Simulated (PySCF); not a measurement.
```xyz
9

C     -1.7034     0.0291    -0.3818
C     -0.6440    -0.3238     0.4452
C      0.6534    -0.0494     0.2145
C      1.9030     0.2136    -0.0066
H     -2.7172    -0.2330    -0.1176
H     -1.5371     0.5704    -1.3023
H     -0.8679    -0.8684     1.3599
H      2.5445    -0.4689    -0.5600
H      2.3688     1.1303     0.3488
```

Charge 0, multiplicity 2.

Give the Mulliken and meta-Löwdin atomic charges from ωB97X-D3(BJ)/def2-TZVP // B3LYP-D3(BJ)/def2-TZVP (PySCF).


| atom | Mulliken (e) | meta-Löwdin (e) |
|---|---|---|
| C1 | -0.26 | -0.25 |
| C2 | -0.17 | -0.14 |
| C3 | 0.00 | 0.03 |
| C4 | -0.25 | -0.29 |
| H5 | 0.13 | 0.12 |
| H6 | 0.13 | 0.12 |
| H7 | 0.13 | 0.13 |
| H8 | 0.14 | 0.14 |
| H9 | 0.14 | 0.14 |
